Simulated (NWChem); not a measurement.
A series in which one site is exchanged, each optimised at PBE0/def2-SVP with NWChem, gas phase unless a solvent is named. Some are not confirmed as minima by frequencies. def2 effective core potentials on Zr, Hf; no spin-orbit coupling.

A: [F][Hf](=[O])[F] (HfOF2; site = Hf)
B: S(F)(F)=O (SOF$_{2}$; site = S)
C: [O]=[Zr]([F])[F] (ZrOF2; site = Zr)
D: [O]=[Ti]([F])[F] (TiOF$_{2}$; site = Ti)

```tsv
quantity	A	B	C	D
orbital gap (eV), PBE0/def2-SVP	5.17	8.36	5.69	[?]
static polarisability, CAM-B3LYP/def2-SVPD (bohr³)	35.7	26.8	35.1	[?]
lowest singlet excitation, CAM-B3LYP/def2-SVPD, TDA (eV)	3.64	6.59	4.13	[?]
```

### Question
Some entries are withheld; supply them.

### Answer

- orbital gap (eV), PBE0/def2-SVP, D: 6.34
- static polarisability, CAM-B3LYP/def2-SVPD (bohr³), D: 30.4
- lowest singlet excitation, CAM-B3LYP/def2-SVPD, TDA (eV), D: 4.30
